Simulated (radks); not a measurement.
Question: The mean radii <r> (bohr) of the occupied orbitals of an atom or ion are listed with their occupations. All-electron calculation, Dirac Kohn-Sham, PBE, spin-unpolarised, spherical densities, finite nucleus; Fermi nuclear charge, rms radius of each element as measured or else 0.836 A^(1/3) + 0.57 fm. Program: a radial shooting solver on a logarithmic mesh with Libxc functionals.

orbital  occ.      <r>
1s1/2       2  0.05619
2s1/2       2   0.2553
2p1/2       2   0.2228
2p3/2       4   0.2259
3s1/2       2   0.7736
3p1/2       2   0.8096
3p3/2       4   0.8193
3d3/2       4    1.068
3d5/2       3    1.075
4s1/2       2    2.894

Name the element and its charge. Open shells, if any, fill j = l - 1/2 first.

Answer: Z = 27, cobalt, charge 0: Co in [Ar] 3d7 4s2. The 1s radius gives Z: for a bare nucleus <r> = (2 gamma + 1)/(2Z) with gamma = sqrt(1 - (Z/c)^2), 0.05483 bohr for Z = 27, and screening makes it slightly larger (0.05619 here). The occupations add up to 27, and the charge is Z minus that.
